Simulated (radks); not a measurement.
All-electron atom: K+ in [Ar] (the NIST ground configuration). Method: non-relativistic Kohn-Sham, LDA (Slater exchange, VWN5 correlation), spin-polarised, spherical densities, point nucleus; computed with a radial shooting solver on a logarithmic mesh with Libxc functionals.

Normalised radial functions P(r) = r R(r), r in bohr:

r	3s	3p
0.003791	0.0566	0.0010
0.004274	0.0632	0.0012
0.004819	0.0705	0.0015
0.005434	0.0785	0.0019
0.006127	0.0873	0.0025
0.006853	0.0963	0.0031
0.007726	0.1068	0.0038
0.008711	0.1180	0.0048
0.009822	0.1302	0.0061
0.01107	0.1432	0.0077
0.01249	0.1569	0.0096
0.01408	0.1713	0.0120
0.01587	0.1862	0.0150
0.0179	0.2014	0.0187
0.02018	0.2165	0.0233
0.02275	0.2312	0.0290
0.02565	0.2449	0.0358
0.02892	0.2570	0.0442
0.03261	0.2667	0.0543
0.03677	0.2732	0.0664
0.04146	0.2753	0.0808
0.04637	0.2722	0.0966
0.05228	0.2625	0.1163
0.05895	0.2449	0.1391
0.06646	0.2181	0.1650
0.07494	0.1811	0.1942
0.08449	0.1332	0.2263
0.09526	0.0742	0.2609
0.1074	0.0047	0.2970
0.1211	-0.0738	0.3334
0.1365	-0.1587	0.3683
0.154	-0.2460	0.3993
0.1736	-0.3305	0.4236
0.1957	-0.4054	0.4377
0.2207	-0.4635	0.4381
0.2488	-0.4969	0.4212
0.2805	-0.4981	0.3836
0.3138	-0.4649	0.3276
0.3538	-0.3889	0.2439
0.3989	-0.2708	0.1360
0.4497	-0.1143	0.0064
0.5071	0.0722	-0.1401
0.5717	0.2760	-0.2961
0.6446	0.4809	-0.4525
0.7268	0.6689	-0.5987
0.8195	0.8228	-0.7239
0.9239	0.9283	-0.8183
1.042	0.9764	-0.8746
1.175	0.9656	-0.8893
1.324	0.9016	-0.8633
1.493	0.7964	-0.8015
1.684	0.6658	-0.7122
1.898	0.5260	-0.6053
2.123	0.4002	-0.4988
2.394	0.2810	-0.3865
2.699	0.1843	-0.2840
3.043	0.1121	-0.1968
3.431	0.0628	-0.1278
3.869	0.0321	-0.0773
4.362	0.0148	-0.0431
4.918	0.0061	-0.0220

3s: eigenvalue -41.037 eV, 2 radial nodes at r = 0.108, 0.485 bohr, <r> = 1.27 bohr, 90 % of the charge inside 1.93 bohr. 3p: eigenvalue -24.990 eV, 1 radial node at r = 0.452 bohr, <r> = 1.43 bohr, 90 % of the charge inside 2.23 bohr.
